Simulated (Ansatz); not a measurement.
`[F][GeH2][I]` + CH₃NH₂ → `C[NH][GeH2][F]` + HI at 298.15 K and 1 bar (ligand exchange at a Ge–I bond).

Calculated with Ansatz (gas phase, PBE0-D4/def2-TZVP geometries, no zero-point term in ΔE). CCSD(T)/CBS adds triple-zeta CCSD(T) − MP2 to the extrapolated MP2 energy (def2 sets, frozen cores). def2 core potentials past Kr. For Ge, I outer-core shells are correlated without core-valence functions, which leaves a few kJ/mol of doubt a bond. Scalar relativity is left out up to krypton. One conformer a species, not always the lowest.

| species | CCSD(T)/CBS energy (Eh) | H − E (kJ/mol) | S (J/(mol·K)) |
| --- | --- | --- | --- |
| `[F][GeH2][I]` | -2474.61172 | 64.0 | 315.1 |
| CH₃NH₂ | -95.75281 | 180.0 | 240.4 |
| `C[NH][GeH2][F]` | -2272.30685 | 209.8 | 331.4 |
| HI | -298.03592 | 22.7 | 206.5 |

H − E and S are ideal-gas, rigid-rotor, harmonic terms from PBE0-D4/def2-TZVP, for one conformer and one mirror image of each species. 1 Eh = 2625.50 kJ/mol, R = 8.31446 J/(mol·K).

**Question.** By hand: ΔE, ΔH, ΔS and ΔG.

**Answer.** ΔE = (-2272.30685) + (-298.03592) − (-2474.61172) − (-95.75281) = 0.02176 Eh = 57.1 kJ/mol. Δ(H − E) = 209.8 + 22.7 − 64.0 − 180.0 = -11.5, so ΔH = 45.6 kJ/mol. ΔS = 331.4 + 206.5 − 315.1 − 240.4 = -17.6 J/(mol·K). ΔG = 45.6 − 298.15 × (-17.6)/1000 = 50.8 kJ/mol.

**Question.** By hand: the equilibrium constant, and the temperature at which ΔG would vanish if ΔH and ΔS stayed fixed.

**Answer.** log₁₀ K = −ΔG/(RT ln 10) = -8.9. ΔH and −TΔS have one sign here, so there is no such temperature.

ΔH outweighs TΔS. A doubt of 5 kJ/mol in ΔE shifts log₁₀ K by 0.9 here. Other conformers and mirror images would add mixing entropy, several J/(mol·K) or more a flexible species. These are equilibria of isolated gas molecules and say nothing of rates. Largest T1 diagnostic: 0.011 (customary marks: 0.02 for closed shells, 0.045 for open ones).
